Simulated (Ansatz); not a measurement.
Mulliken charges of CH$_{4}$GeO$_{2}$ (`C[O][Ge][OH]`) from B3LYP/def2-TZVPP in Ansatz (PBE0-D4/def2-TZVP geometry).

| atom | x (Å) | y (Å) | z (Å) | charge (e) |
| --- | --- | --- | --- | --- |
| C1 | -0.598 | 0.728 | 0.716 | -0.119 |
| O2 | -0.539 | -0.680 | 0.803 | -0.411 |
| Ge3 | 0.341 | -1.801 | -0.245 | 0.487 |
| O4 | 1.062 | -0.582 | -1.355 | -0.418 |
| H5 | -0.208 | 1.161 | 1.642 | 0.097 |
| H6 | -0.023 | 1.116 | -0.127 | 0.107 |
| H7 | -1.642 | 1.036 | 0.607 | 0.097 |
| H8 | 1.607 | -0.977 | -2.041 | 0.161 |

By hand: the dipole of these point charges (1 e Å = 4.8032 D).

Σ q r = (0.092, -0.266, -0.092) e Å, of length 0.296 e Å = 1.42 D.

How does the dipole of the full density compare? (Estimate.)

The calculation gave: (0.171, -0.094, -0.219) e Å, 1.41 D; the point charges give 1.01 times that, at 45° from its direction.

Point charges leave out the atoms' own dipoles, such as those of lone pairs, and Mulliken's split depends on the basis, so the two needn't agree.

B3LYP here is the variant with VWN-RPA as its local correlation; programs differ in this.
